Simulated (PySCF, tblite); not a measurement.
Species: C5H15NSSi2.
Atom-mapped SMILES: `[CH2:1]=[C:2]([CH3:3])[Si@@H:4]([CH2:5][CH3:6])[S:7][SiH2:8][NH2:9]` (hydrogens: H10, H11 on C1; H12, H13, H14 on C3; H15 on Si4; H16, H17 on C5; H18, H19, H20 on C6; H21, H22 on Si8; H23, H24 on N9)

Geometry (GFN2-xTB, Å), atoms numbered from 1 in this order:
```
atom  x, y, z in Å
C1    -1.1806   -1.3919    1.4069
C2    -0.9428   -0.8280    0.2300
C3    -1.4706   -1.4174   -1.0426
Si4    0.0619    0.7711    0.0882
C5    -0.9585    2.2714    0.6465
C6    -2.2662    2.3978   -0.1234
S7     1.7853    0.6996    1.3761
Si8    2.7743   -1.1024    0.7031
N9     4.2060   -1.4284    1.5907
H10   -1.7650   -2.2951    1.5062
H11   -0.7930   -0.9766    2.3230
H12   -0.6428   -1.7002   -1.6919
H13   -2.0803   -2.2980   -0.8495
H14   -2.0715   -0.6834   -1.5773
H15    0.5439    0.9241   -1.2910
H16   -0.3719    3.1817    0.5205
H17   -1.1738    2.1894    1.7129
H18   -2.8844    1.5154    0.0270
H19   -2.0751    2.5019   -1.1891
H20   -2.8296    3.2686    0.2071
H21    3.1645   -0.8922   -0.6834
H22    1.8643   -2.2151    0.9234
H23    4.1115   -1.6787    2.5628
H24    4.9827   -0.7937    1.4884
```

Level of theory: PBE0/pcSseg-1 in PySCF (dipole) on a GFN2-xTB geometry, gas phase.

Masses are those of the commonest isotopes; rigid-rotor values at the optimised geometry. The values belong to one conformer with, in the numbering `[CH2:1]=[C:2]([CH3:3])[Si@@H:4]([CH2:5][CH3:6])[S:7][SiH2:8][NH2:9]`, C1–C2–Si4–C5 -75°, C2–Si4–C5–C6 -56°, C2–Si4–S7–Si8 56°, Si4–S7–Si8–N9 -179°, S7–Si8–N9–H 67° and -67°.

What are A, B and C (cm⁻¹)?

Ia = 336.91, Ib = 906.06, Ic = 1102.02 u·Å²; 505379 MHz·u·Å²/I gives 1500, 557.8 and 458.6 MHz, that is A = 0.05004, B = 0.01861, C = 0.01530 cm⁻¹.

Classify the top.

An asymmetric top; Ray's κ = -0.810.

What does the inertial defect say?

Not planar: Δ = Ic − Ia − Ib = -140.94 u·Å². For a rigid frame Δ = −2 Σ m c², so Σ m c² = 70.47 u·Å² lies off the ab plane: 23.93 from hydrogen and 46.55 from heavier atoms. The atom farthest from that plane is 2.18 Å away.

Give the other two planar moments, Paa and Pbb, and the rms extents of the mass along the axes.

Paa = Σ m a² = (Ib + Ic − Ia)/2 = 835.58 and Pbb = Σ m b² = (Ia + Ic − Ib)/2 = 266.43 u·Å². With the mass M = 177.05 u, the rms extents √(P/M) along a, b and c are 2.17, 1.23, 0.63 Å.

Which lines would a microwave search look for?

The dipole components are |μa| = 0.34 D, |μb| = 0.58 D, |μc| = 0.19 D. Intensities carry the squares of the components, which stand as 0.35 : 1.00 : 0.11 (a : b : c). Some lines, for components of 0.1 D or more:

```tsv
type	branch	J(Ka,Kc)	MHz	lower level (cm⁻¹)
c	Q	4(1,4) ← 4(0,4)	586	0.335
c	Q	3(1,3) ← 3(0,3)	727	0.202
a	Q	4(1,3) ← 4(1,4)	989	0.355
b	R	2(0,2) ← 1(1,1)	1083	0.065
a	R	2(1,2) ← 1(1,1)	1934	0.065
a	R	2(1,1) ← 1(1,0)	2132	0.069
c	Q	4(2,3) ← 4(1,3)	2495	0.388
b	Q	2(2,0) ← 2(1,1)	2834	0.140
a	R	3(2,2) ← 2(2,1)	3049	0.234
a	R	3(1,2) ← 2(1,1)	3193	0.140
b	Q	3(2,2) ← 3(1,3)	3278	0.226
a	R	4(3,2) ← 3(3,1)	4079	0.501
b	Q	3(3,1) ← 3(2,2)	4964	0.336
c	R	2(2,1) ← 1(1,1)	5058	0.065
b	R	4(2,3) ← 3(1,2)	6743	0.246
b	R	4(2,2) ← 3(1,3)	7446	0.226
c	R	3(3,0) ← 2(2,0)	8006	0.234
b	R	4(3,2) ← 3(2,1)	9006	0.337
c	R	4(3,1) ← 3(2,1)	9009	0.337
```

Estimate the classical rotational partition function at 10 K, 100 K and 298.15 K.

Point group C1, symmetry number σ = 1; q = (√π/σ)·√((kT/h)³/(ABC)), k/h = 20836.6 MHz/K: 8610 at 10 K, 272000 at 100 K, 1400000 at 298.15 K.

Its lowest GFN2-xTB frequency is 14 cm⁻¹, too small to tell a flat minimum from a shallow saddle. Zero-point vibration and centrifugal distortion are left out. A rigid rotor knows nothing of inversion at nitrogen or internal rotation, which can split or shift real lines. Quadrupole hyperfine structure (14N) is left out.

The run took 54 s of wall time on one thread, Intel Xeon 6975P-C (x86_64), no GPU, shared host, and the process peaked at 1.2 GiB of memory. This is the PBE0/pcSseg-1 job that gave the dipole, with the shieldings it also computed.
